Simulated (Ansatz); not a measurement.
cyclo-(H2GeSe)2 (Ge2H4Se2). Charge 0, multiplicity 1. Geometry PBE-D4/def2-SVP, basis def2-TZVP, Ansatz.

```tsv
atom	x (Å)	y (Å)	z (Å)
Ge1	0.232	-0.704	-1.369
H2	1.557	-0.667	-2.181
H3	-0.835	-1.549	-2.121
Se4	0.578	-1.491	0.865
Ge5	-0.232	0.704	1.369
H6	-1.562	0.660	2.172
H7	0.827	1.551	2.130
Se8	-0.567	1.495	-0.865
```

| run | HOMO (eV) | LUMO (eV) |
| --- | --- | --- |
| A | -5.87 | -2.47 |
| B | -7.04 | -1.75 |
| C | -6.19 | -2.42 |
| D | -6.80 | -2.01 |
| E | -5.74 | -2.49 |
| F | -5.91 | -2.57 |

B3LYP takes the VWN-RPA correlation.

The runs used B3LYP, BLYP, PBE, PBE0, r2SCAN, revPBE. Estimate which is which.

A revPBE (0 % exact exchange); B PBE0 (25 % exact exchange); C r2SCAN (0 % exact exchange); D B3LYP (20 % exact exchange); E BLYP (0 % exact exchange); F PBE (0 % exact exchange). Exact exchange lowers occupied and raises empty levels; among semilocal functionals meta-GGAs tend to open the gap a little, and such runs are hard to tell apart. The gap grows from 3.25 eV (BLYP) to 5.29 eV (PBE0).
